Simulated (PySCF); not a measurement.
**Computed properties of C₂H₄AlClO, SMILES C=[CH][Al]([OH])[Cl]**

Al(Cl)(vinyl)(OH) (C2H4AlClO), SMILES C=[CH][Al]([OH])[Cl]. Geometry: r2SCAN-D4/def2-SVP. The structure was generated by enumeration; whether it is a known compound was not checked. One conformer was computed; it need not be the lowest. All values are computed for the isolated molecule unless a solvent is named; none is compared with measurement here.

**Structure.** The optimised structure has Cs symmetry. All 21 harmonic modes at r2SCAN-D4/def2-SVP (PySCF) are real, so it is a minimum. With heavy atoms numbered as in [Al:1]([Cl:2])([CH:3]=[CH2:4])[OH:8], the shortest bond between them is C3–C4 at 1.347 Å and the longest Al1–Cl2 at 2.110 Å.

**Vibrations.** The strongest infrared lines (harmonic, unscaled, degenerate partners summed) lie at 555 cm⁻¹ (207 km/mol, H 67 %, C 13 %, O 12 %), 682 cm⁻¹ (156 km/mol, Al 47 %, C 31 %, H 11 %), 358 cm⁻¹ (138 km/mol, H 90 %, O 10 %). The softest mode is at 67 cm⁻¹ and the zero-point energy is 35.8 kcal/mol.

**Electronic structure.** ωB97X/def2-TZVP (PySCF) places the frontier levels at -10.56 and 0.85 eV, a gap of 11.41 eV, and gives a dipole moment of 1.01 D and a mean polarisability of 60.8 bohr³. PBE/def2-TZVP (PySCF) at the same geometry gives -7.07 and -2.11 eV, so its gap is 6.45 eV narrower. An orbital gap is neither the optical nor the fundamental gap.

**Excitations.** TDDFT-B3LYP/def2-SVPD (PySCF) has S1 at 5.82 eV (213 nm, f = 0.002, weak); the most intense of the 10 singlets computed lies at 6.30 eV (f = 0.24). T1 (TDA) is at 4.04 eV. TDDFT-PBE/def2-SVPD (PySCF) puts S1 at 5.34 eV. No vertical singlet excitation falls in the visible range (under 3.1 eV).

**NMR.** GIAO shifts at PBE0/pcSseg-1 (PySCF) (non-relativistic, atoms alike by connectivity averaged): ¹³C from 141.2 to 161.3 ppm against TMS; ¹H from 2.5 to 7.2 ppm against TMS. Without spin–orbit terms, shifts of atoms bonded to Cl or Br come out too high.
